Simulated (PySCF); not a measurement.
Species: (SiH3)3P, H9PSi3.
SMILES: `[SiH3]P([SiH3])[SiH3]`

The calculation used CAM-B3LYP/def2-SVPD in PySCF (dipole) on a GFN2-xTB geometry, gas phase.

Take the most abundant isotopes and a rigid rotor. 

Task: Give the principal moments of inertia and the rotational constants in MHz.

Result: Ia = 229.74, Ib = 229.82, Ic = 398.43 u·Å²; 505379 MHz·u·Å²/I gives A = 2200, B = 2199, C = 1268 MHz.

Task: Classify the top.

Result: An oblate symmetric top, as the point group C3v requires two equal moments; the computed ones differ by 0.04 % because the geometry is symmetric only within the optimiser's tolerance. Ray's parameter κ = (2B − A − C)/(A − C) = 0.998; −1 is the prolate and +1 the oblate limit.

Task: Is it planar, by Δ = Ic − Ia − Ib?

Result: Not planar: Δ = Ic − Ia − Ib = -61.13 u·Å². For a rigid frame Δ = −2 Σ m c², so Σ m c² = 30.56 u·Å² lies off the ab plane: 8.97 from hydrogen and 21.60 from heavier atoms. The atom farthest from that plane is 1.69 Å away.

Task: Give the other two planar moments, Paa and Pbb, and the rms extents of the mass along the axes.

Result: Paa = Σ m a² = (Ib + Ic − Ia)/2 = 199.26 and Pbb = Σ m b² = (Ia + Ic − Ib)/2 = 199.17 u·Å². With the mass M = 123.97 u, the rms extents √(P/M) along a, b and c are 1.27, 1.27, 0.50 Å.

Task: Where do the R-branch lines fall?

Result: The dipole of 0.64 D lies along the symmetry axis, so ΔK = 0 and J+1 ← J falls at 2B(J+1) for every K: 4.40 GHz, 8.80 GHz, 13.20 GHz, 17.60 GHz, 21.99 GHz for J = 0 to 4.

Not checked by GFN2-xTB frequencies. These are rigid-rotor constants of the computed structure; measured ground-state constants (B0) also hold zero-point vibration.
